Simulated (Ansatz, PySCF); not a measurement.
Spin states of F2W (SMILES [F][W][F]), each relaxed with B3LYP-D3(BJ)/def2-TZVP.
State 1 (charge 0, multiplicity 3):
```xyz
3

W     -0.0097     0.0165    -0.0228
F     -0.2365     1.3716    -1.2338
F      0.2131    -1.3406     1.1863
```
State 2 (charge 0, multiplicity 1):
| atom | x (Å) | y (Å) | z (Å) |
|---|---|---|---|
| W | -0.0109 | 0.0159 | -0.0234 |
| F | -0.2358 | 1.3709 | -1.2327 |
| F | 0.2135 | -1.3394 | 1.1857 |

Singlets are restricted, other states unrestricted; no spin–orbit coupling, no relativity up to Kr; see below for the cores. The largest T1 diagnostic is 0.022.

Correlated levels freeze the inner cores; with def2 sets outer-core shells near the valence are correlated too.

Run with Ansatz (Gaussian basis) for Hartree–Fock, density functionals and correlated methods; PySCF for the dispersion terms. Each number belongs to the level named beside it. In def2 rows elements past Kr take small-core potentials, without spin–orbit coupling.

One of these levels gives 82.9 kJ/mol for the energy of the multiplicity-1 state less that of the multiplicity-3 state. Which?
A) r2SCAN-D4/def2-TZVPP
B) BHLYP-D3(BJ)/def2-TZVPP
C) CCSD(T)/def2-SVP

B, BHLYP-D3(BJ)/def2-TZVPP. The others give 92.9 (r2SCAN-D4/def2-TZVPP), 74.3 (CCSD(T)/def2-SVP)

Doubts at one or more of the structures used: a restricted determinant that unrestricted orbitals would lower (CCSD(T)/def2-SVP).

Ansatz is a program for electronic structure.
